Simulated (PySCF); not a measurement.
## From a computed spectrum to the compound

A species of 3 atoms with charge 1 has these harmonic modes (PBE0, small Gaussian bases with core potentials, PySCF 2.14.0):

```json
{"cm⁻¹": "52", "km/mol": "3.6", "symmetry": "a1"}
{"cm⁻¹": "252", "km/mol": "20.9", "symmetry": "a1"}
{"cm⁻¹": "266", "km/mol": "77.1", "symmetry": "b2"}
```

Q: Which species is it, and in which structure?

A: [LaBr2]+ (singlet):
```xyz
3

La    0.0000    0.0000   -0.8309
Br    2.1375    0.0000    0.7312
Br   -2.1375    0.0000    0.7312
```
Ideal gas at 298.15 K and 1 bar: S = 333.7 J/(mol K), Cp = 56.1 J/(mol K), H − H(0 K) = 14.6 kJ/mol (rigid rotor, harmonic modes, spin degeneracy alone; the modes under 60 cm⁻¹ make these uncertain). 
 This is one of several that fit.
